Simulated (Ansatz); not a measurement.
Geometry optimisation, Ansatz, RKS PBE0/6-31G*.

Input file:

```yaml
crystal:
  periodic: [false, false, false]
  atoms:
    - { symbol: B, position_ang: [0.0, 0.0, 0.0] }
    - { symbol: O, position_ang: [0.0, 0.0, 1.41] }
    - { symbol: H, position_ang: [-0.9095, -0.2814, 1.7471] }
    - { symbol: Cl, position_ang: [1.6108, 0.0, -0.93] }
    - { symbol: Cl, position_ang: [-1.6108, 0.0, -0.93] }
basis:
  gaussian: { orbitals: "6-31G*" }
hamiltonian:
  xc: pbe0
relax:
  f_tol: 0.02
  max_steps: 40
```

Launched with:

```bash
$ ansatz run input.yaml --threads 1 --pin off --max-ram 2048MiB --backend cpu --events-out ev --progress --plain --runs-dir out
```

Problem. Where does it end, and by what steps?

Solution. It converged. After 6 steps the energy has fallen by 0.439 eV; O2 moved furthest, 0.13 Å.

```csv
step,energy less start (eV),largest force component (eV/Å),accepted
0,0.0000,2.363,yes
1,-0.2283,2.934,yes
2,-0.1347,2.320,no
3,-0.4238,0.898,yes
4,-0.4324,0.353,yes
5,-0.4386,0.065,yes
6,-0.4387,0.002,yes
```

```xyz
5
Properties=species:S:1:pos:R:3
B -0.014 -0.037 -0.002
O 0.008 -0.113 1.337
H -0.879 -0.156 1.721
Cl 1.510 0.048 -0.857
Cl -1.535 -0.023 -0.902
```

Whether the end is a true minimum wasn't checked by a vibrational analysis.

Time of the run: 15 s on 1 thread of Intel(R) Xeon(R) 6975P-C (Granite Rapids) (shared host), peak memory 0.15 GiB.
